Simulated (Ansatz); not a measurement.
All numbers were calculated with Ansatz.

Basis-set series for C$_{2}$H$_{2}$ClFOTi (`C#[C][Ti]([OH])([F])[Cl]`). Charge 0, multiplicity 1. All single points use the PBE0-D4/def2-TZVP geometry. It is one conformer, not always the lowest.

```xyz
8

C    -0.428    2.040    1.181
C    -0.335    0.982    0.594
Ti   -0.203   -0.787   -0.360
O     1.430   -0.926   -0.983
F    -0.530   -2.054    0.791
Cl   -1.670   -0.805   -1.984
H    -0.512    2.971    1.697
H     2.248   -1.422   -0.935
```

| functional | basis | functions | energy (Eh) | HOMO (eV) | LUMO (eV) |
| --- | --- | --- | --- | --- | --- |
| PBE0-D4 | def2-SVP | 115 | -1561.21008 | -8.35 | -2.98 |
| PBE0-D4 | def2-TZVPP | 258 | -1561.78968 | -8.44 | -3.01 |
| ωB97M-V | def2-SVP | 115 | -1561.66846 | -10.51 | -0.79 |
| ωB97M-V | def2-TZVPP | 258 | -1562.25380 | -10.64 | -0.88 |

Task: Give the rows for def2-QZVPP. (An estimate is asked.)

Result: The calculation gave: 
```
functional       basis  functions  energy (Eh)  HOMO (eV)  LUMO (eV)
   PBE0-D4  def2-QZVPP        451  -1561.83265      -8.46      -3.03
   ωB97M-V  def2-QZVPP        451  -1562.29394     -10.66      -0.91
```

Scalar relativity is left out up to krypton.
